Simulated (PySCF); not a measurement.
**Computed properties of B(NCO)(OH)2 (CH2BNO3), SMILES O=C=NB(O)O**

B(NCO)(OH)2 (CH2BNO3), SMILES O=C=NB(O)O. Coordinates come from a ωB97X-D3(BJ)/def2-SVP optimisation. This is a generated structure with no PubChem entry under its InChIKey; it may be hypothetical. One conformer was computed; it need not be the lowest. All values are computed for the isolated molecule unless a solvent is named; none is compared with measurement here.

**Structure.** The optimised structure has C2v symmetry. All 18 harmonic modes at ωB97X-D3(BJ)/def2-SVP (PySCF) are real, so it is a minimum. With heavy atoms numbered as in [B:1]([N:2]=[C:3]=[O:4])([OH:5])[OH:7], the shortest bond between them is C3–O4 at 1.170 Å and the longest B1–N2 at 1.454 Å.

**Vibrations.** The strongest infrared lines (harmonic, unscaled, degenerate partners summed) lie at 2500 cm⁻¹ (1544 km/mol, C 68 %, N 21 %, O 11 %), 1293 cm⁻¹ (624 km/mol, B 48 %, O 37 %, H 10 %), 1519 cm⁻¹ (384 km/mol, B 74 %, O 21 %). The softest mode is at 40 cm⁻¹ and the zero-point energy is 30.6 kcal/mol.

**Electronic structure.** ωB97X/def2-TZVP (PySCF) places the frontier levels at -11.29 and 2.21 eV, a gap of 13.50 eV, and gives a dipole moment of 0.44 D and a mean polarisability of 40.2 bohr³. PBE/def2-TZVP (PySCF) at the same geometry gives -7.40 and -1.01 eV, so its gap is 7.11 eV narrower. An orbital gap is neither the optical nor the fundamental gap.

**Excitations.** TDDFT-M06-2X/def2-SVPD (PySCF) has S1 at 6.67 eV (186 nm, f = 0.000, dark); the most intense of the 10 singlets computed lies at 9.11 eV (f = 0.18). T1 (TDA) is at 6.53 eV. TDDFT-PBE/def2-SVPD (PySCF) puts S1 at 6.41 eV. No vertical singlet excitation falls in the visible range (under 3.1 eV).

**NMR.** GIAO shifts at KT2/pcSseg-1 (PySCF) (non-relativistic, atoms alike by connectivity averaged): ¹³C at 113.9 ppm against TMS; ¹H at 3.7 ppm against TMS; ¹¹B at 1.9 ppm against BF3.
